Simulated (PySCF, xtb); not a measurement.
Mg(F)(Me) (CH3FMg), SMILES [F][Mg][CH3].

Harmonic wavenumbers (cm⁻¹) from GFN2-xTB (xtb) at its own minimum, in rising order: 22, 93, 443, 574, 584, 625, 1176, 1449, 1453, 3018, 3026, 3033.

Q: What does r2SCAN-D4/def2-TZVP (PySCF 2.14.0) give at its own minimum? (An estimate is asked for; the answer gives what the named calculation found.)

A: 124, 124, 477, 567, 567, 774, 1146, 1443, 1443, 3018, 3100, 3100. Paired by order, the mean absolute difference is 44 cm⁻¹ and the zero-point energies are 22.2 and 22.7 kcal/mol.
